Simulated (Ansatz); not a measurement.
Correlation energies of `[OH][Ge]([OH])([OH])[OH]` by basis set

```csv
atom,x (Å),y (Å),z (Å)
O1,-0.831,0.482,-1.469
Ge2,0.000,0.000,0.000
O3,1.358,0.999,0.489
O4,0.656,-1.598,-0.312
O5,-1.183,0.117,1.292
H6,-0.444,0.077,-2.250
H7,1.085,1.724,1.058
H8,1.437,-1.776,0.219
H9,-2.078,-0.026,0.973
```

Total charge 0; spin multiplicity 1. Correlated methods include outer-core shells of Ge, which these sets cover unevenly. Scalar relativity is left out up to krypton. The geometry is a stationary point of PBE0-D4/def2-TZVP. It is one conformer, not always the lowest. Frozen core, restricted reference, Ansatz 0.2.0.

```
     basis      HF (Eh)  MP2 corr.
  def2-SVP  -2376.75459   -0.97725
def2-TZVPP  -2377.42033   -1.21515
def2-QZVPP  -2377.47733   -1.55758
```

**Question.** Estimate the CCSD correlation energy and the (T) correction in each basis where they were run (hartree).

**Answer.** 
```json
{"basis": "def2-SVP", "CCSD corr.": "-0.98578", "(T)": "-0.02226"}
{"basis": "def2-TZVPP", "CCSD corr.": "-1.21521", "(T)": "-0.04382"}
```
